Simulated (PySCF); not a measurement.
F3Y, charge +1, multiplicity 2. Atoms are numbered in the order given.

```xyz
4

Y      0.0000     0.0000    -0.3360
F      1.6133     0.9314     0.4853
F      0.0000    -1.8628     0.4853
F     -1.6133     0.9314     0.4853
```
Charge +1, spin multiplicity 2.

The structure is a stationary point at PBE-D3(BJ)/def2-TZVP. The spin state was assumed, not searched. The isomer is the one that the SMILES or the coordinates give; other isomers of the formula were not compared. The def2 effective core potentials stand for the cores of Y; spin–orbit coupling is left out.

Method: PySCF with B3LYP/def2-TZVPD.

Estimate the frontier levels, dipole moment and polarisability. (An estimate is asked for; the answer gives what the named calculation found.)


| Property | Result |
|---|---|
| α spin, highest occupied and lowest empty level | -17.77 and -8.28 eV |
| β spin, highest occupied and lowest empty level | -16.42 and -15.12 eV |
| dipole moment about the centre of nuclear charge | 5.51 D |
| mean static polarisability | 72.1 bohr³ (10.68 Å³) |
| polarisability, principal values | 21.1, 97.5, 97.5 bohr³ |
| ⟨S²⟩ | 0.763 (pure state 0.75) |
